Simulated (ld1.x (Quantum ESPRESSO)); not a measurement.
**Which change was made? (B, TM)**

* Element: boron (B)
* Generator: ld1.x (Quantum ESPRESSO) 7.5
* Type: norm-conserving Troullier–Martins (Kleinman–Bylander form)
* Functional: PW91
* Relativity: scalar-relativistic
* Frozen core: [He]
* Valence charge: 3
* Reference configuration: 2s2 2p1
* Partial waves: 2p (bound): rc 2.95 bohr; 3d channel at 0.5 Ry: rc 2.25 bohr; 2s (bound): rc 1.30 bohr
* Local potential: the s channel
* Core correction: Bessel-smoothed model core inside 0.65 bohr

Cutoffs, loose and tight: the cutoffs (Ry, on a coarse ladder) from which the occupation-weighted sum of valence levels, in a spherical-Bessel basis at the reference potential, stays within 10 and 1 mRy of its value at 400 Ry. They do not see the model core or the augmentation charge, which bear on the density cutoff. Test errors are all-electron minus pseudo excitation energies from the reference, over the configurations 2s2 2p0; 2s1 2p0; 2s2 2p0.5; 2s1 2p1; 2s0 2p3; 2s2 2p1.3; 2s1 2p2; variants that change the core or the reference have their own tests.

The base gives: outcome: generated; cutoff, loose: 21 Ry; cutoff, tight: 55 Ry; bound ghosts: none; largest test error (meV): +252.

Question: After one change the result is: outcome: generated; cutoff, loose: 50 Ry; cutoff, tight: 120 Ry; bound ghosts: none; largest test error (meV): +112. Which change was it?
A. all radii but the core radius scaled by about 1.35 (s 1.76, p 3.98, d 3.04 bohr)
B. all radii but the core radius scaled by about 0.78 (s 1.02, p 2.30, d 1.76 bohr)
C. all radii but the core radius scaled by about 1.15 (s 1.50, p 3.38, d 2.58 bohr)

Answer: B. The others give: all radii but the core radius scaled by about 1.35 (s 1.76, p 3.98, d 3.04 bohr) → outcome: generated; cutoff, loose: 15 Ry; cutoff, tight: 40 Ry; bound ghosts: none; largest test error (meV): +653 | all radii but the core radius scaled by about 1.15 (s 1.50, p 3.38, d 2.58 bohr) → outcome: generated; cutoff, loose: 18 Ry; cutoff, tight: 50 Ry; bound ghosts: none; largest test error (meV): +379.
